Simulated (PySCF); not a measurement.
## Ionisation energy of Rb by level of theory

Rb [Kr] 5s1 (2S) → Rb⁺ [Kr] (1S), as a difference of total energies. Computed with PySCF 2.14 in def2-QZVPPD with the def2 core potential (28 electrons) (7s5p4d3f, 63 functions), with scalar relativity through the core potential. Correlated levels: valence and next inner shell: nothing frozen outside the core potential. The calculations carry no spin-orbit coupling.

```tsv
method	ionisation energy (eV)	error (eV)
UHF	3.804	-0.373
MP2 (valence and next inner shell)	4.103	-0.074
SCS-MP2 (valence and next inner shell)	4.043	-0.134
CCSD (valence and next inner shell)	4.102	-0.075
CCSD(T) (valence and next inner shell)	4.124	-0.053
```

Reference: 4.177 eV (measured; NIST Atomic Spectra Database, ionization energies).

Errors of the correlated levels include the incompleteness of this basis.
